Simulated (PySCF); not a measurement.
## Why did this PySCF run fail?

```python
from pyscf import gto, scf

mol = gto.M(
    atom='C 0 0 0; Br 0 0 2.214',
    basis='jorge-dzp-dkh',
    charge=1,
    spin=0,
    symmetry=True,
    verbose=3,
)
mf = scf.RHF(mol)
mf = mf.sfx2c1e()
mf.max_cycle = 2
mf.kernel()
mf.nuc_grad_method().kernel()
mf.dip_moment()
print('orbital energies (hartree):', mf.mo_energy[..., max(0, mol.nelec[1]-3):mol.nelec[0]+3].round(4))
```

```bash
$ OMP_NUM_THREADS=1 python input.py
```

The log, shortened:

```
SCF not converged.
SCF energy = -2639.20061230762
--------------- sfX2C1eSymAdaptedRHF gradients ---------------
         x                y                z
0 C     0.0000000000     0.0000000000    -0.5419347203
1 Br     0.0000000000     0.0000000000     0.5419347203
----------------------------------------------
Dipole moment(X, Y, Z, Debye): -0.00000,  0.00000, 35.26056
orbital energies (hartree): [-0.7905 -0.6778 -0.6778 -0.5164 -0.5164 -0.3647]
```

Problem. Which setting is at fault, why, and what does a mended input give?

Solution. The cycle limit (2): the limit is below the number of cycles that the SCF needs. With this edit
```diff
- mf.max_cycle = 2
```
the run finishes: E(SCF) = -2641.622354 Eh, gradient on the second atom 0.0995 Eh/bohr.

Stability towards an unrestricted solution was not tested. The bond length is a typed value, not an optimised one. The dipole of an ion depends on the origin.
